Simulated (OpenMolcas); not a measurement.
# OpenMolcas timings: triplet InCl3

InCl3: 4 atoms, total charge 0, spin state triplet. SMILES of the parent species: `[Cl][In]([Cl])[Cl]`. Geometry: relaxed at PBE0-D4/def2-TZVP. That shape belongs to the parent species and isn't relaxed for this state.

```xyz
4

Cl   -0.2029    0.5215    2.2136
In    0.0144   -0.0148   -0.0053
Cl    1.0159   -1.9852   -0.6153
Cl   -0.7720    1.4183   -1.6132
```

Program: OpenMolcas 26.06. Hardware: 1 thread of Arm Neoverse V1, shared host, so times are rough. Two-electron integrals are exact unless an approximation is named.

Task: Estimate their order by wall time, quickest first.
A. energy at UHF/STO-3G
B. energy at UHF/def2-SVP (core potential)
C. energy at UBHLYP/def2-SVP (core potential), grid UltraFine
D. energy at UTPSS/def2-SVP (core potential), grid UltraFine

Result: A (6 s), B (16 s), C (43 s), D (2 min).
